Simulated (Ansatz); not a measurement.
Geometry optimisation, Ansatz, DFT PBE, scalar-relativistic, plane waves, PAW.

input.yaml

```yaml
accuracy: low
crystal:
  lattice:
    - [6.98, 0.0, 0.0]
    - [5.235, 7.403408, 0.0]
    - [0.0, 0.0, 19.403408]
  atoms:
    - { symbol: Li, position: [-0.25, 0.3333333, 0.0515373] }
    - { symbol: Li, position: [0.25, 0.3333333, 0.0515373] }
    - { symbol: Li, position: [-0.25, 0.6666667, 0.0515373] }
    - { symbol: Li, position: [0.25, 0.6666667, 0.0515373] }
    - { symbol: Li, position: [-0.25, 1.0, 0.0515373] }
    - { symbol: Li, position: [0.25, 1.0, 0.0515373] }
    - { symbol: Li, position: [0.0, 0.0, 0.1787213] }
    - { symbol: Li, position: [0.5, 0.0, 0.1787213] }
    - { symbol: Li, position: [0.0, 0.3333333, 0.1787213] }
    - { symbol: Li, position: [0.5, 0.3333333, 0.1787213] }
    - { symbol: Li, position: [0.0, 0.6666667, 0.1787213] }
    - { symbol: Li, position: [0.5, 0.6666667, 0.1787213] }
    - { symbol: Li, position: [-0.25, 0.3333333, 0.3059053] }
    - { symbol: Li, position: [0.25, 0.3333333, 0.3059053] }
    - { symbol: Li, position: [-0.25, 0.6666667, 0.3059053] }
    - { symbol: Li, position: [0.25, 0.6666667, 0.3059053] }
    - { symbol: Li, position: [-0.25, 1.0, 0.3059053] }
    - { symbol: Li, position: [0.25, 1.0, 0.3059053] }
    - { symbol: Li, position: [0.0, 0.0, 0.4330893] }
    - { symbol: Li, position: [0.5, 0.0, 0.4330893] }
    - { symbol: Li, position: [0.0, 0.3333333, 0.4330893] }
    - { symbol: Li, position: [0.5, 0.3333333, 0.4330893] }
    - { symbol: Li, position: [0.0, 0.6666667, 0.4330893] }
    - { symbol: Li, position: [0.5, 0.6666667, 0.4330893] }
    - { symbol: C, position: [0.234728, 0.3583982, 0.5207028] }
    - { symbol: C, position: [0.2960654, 0.469229, 0.5207028] }
    - { symbol: H, position: [0.2017002, 0.2987201, 0.5619326] }
    - { symbol: H, position: [0.3290932, 0.5289071, 0.5619326] }
basis:
  ecutwfc: 420.0
kpoints:
  mp_grid: { grid: [3, 2, 1] }
hamiltonian:
  xc: pbe
scf:
  occupations: { method: fermi_dirac, width: 0.15 }
  lower_state_search: "off"
relax:
  f_tol: 0.08
  max_steps: 25
  adjacent_minimum: "off"
  constraints: [{ sites: [0, 1, 2, 3, 4, 5] }]
```

Run as:

```bash
$ ansatz run input.yaml --threads 2 --pin off --max-ram 5120MiB --backend cpu --events-out ev --progress --plain --runs-dir out
```

Where does it end, and by what steps?

It converged. The force dipped under the threshold on the way, but the program's further checks kept it going. Limits of this set-up: coarse k mesh, thin slab, slab without dipole correction, no dispersion correction for a molecule that may bind weakly, a typed lattice constant that wasn't relaxed here, low accuracy level. After 9 steps the energy has fallen by 1.204 eV; H27 moved furthest, 0.87 Å. Joined: Li15–Li20 (3.49 → 3.03 Å), Li21–Li22 (3.49 → 2.91 Å), Li23–Li24 (3.49 → 2.89 Å), Li23–C25 (2.85 → 2.09 Å), Li24–C26 (3.33 → 2.13 Å).

| step | energy less start (eV) | largest force component (eV/Å) | accepted |
| --- | --- | --- | --- |
| 0 | 0.0000 | 2.004 | yes |
| 1 | -0.5306 | 1.334 | yes |
| 2 | -0.7773 | 0.702 | yes |
| 3 | -0.9524 | 0.681 | yes |
| 4 | -1.0800 | 0.258 | yes |
| 5 | -1.1486 | 0.384 | yes |
| 6 | -1.1820 | 0.186 | yes |
| 7 | -1.1980 | 0.017 | yes |
| 8 | -1.1980 | 0.017 | yes |
| 9 | -1.2036 | 0.054 | yes |

```xyz
28
Lattice="6.9800 0.0000 0.0000 5.2350 7.4034 0.0000 0.0000 0.0000 19.4034" Properties=species:S:1:pos:R:3
Li 0.000 2.468 1.000
Li 3.490 2.468 1.000
Li 1.745 4.936 1.000
Li 5.235 4.936 1.000
Li 3.490 7.403 1.000
Li 6.980 7.403 1.000
Li -0.032 -0.045 3.266
Li 3.502 0.023 3.246
Li 1.664 2.424 3.287
Li 5.295 2.478 3.341
Li 3.422 4.892 3.358
Li 7.032 4.961 3.285
Li 0.015 2.337 5.803
Li 3.431 2.370 5.591
Li 1.635 4.854 5.817
Li 5.298 4.903 5.628
Li 3.438 7.298 5.638
Li 6.990 7.345 5.563
Li 0.052 -0.039 7.832
Li 3.375 -0.320 7.875
Li 2.101 2.466 8.288
Li 5.002 2.323 8.044
Li 3.671 4.715 8.055
Li 6.546 4.580 8.361
C 3.715 3.184 9.476
C 4.916 3.826 9.498
H 3.245 2.906 10.447
H 5.375 4.053 10.487
```

Whether the end is a true minimum wasn't checked by a vibrational analysis.

Run time: 73 s on 2 threads of Intel(R) Xeon(R) CPU @ 2.80GHz (Skylake/Cascade Lake), with other jobs on the host, peak memory 1.3 GiB.
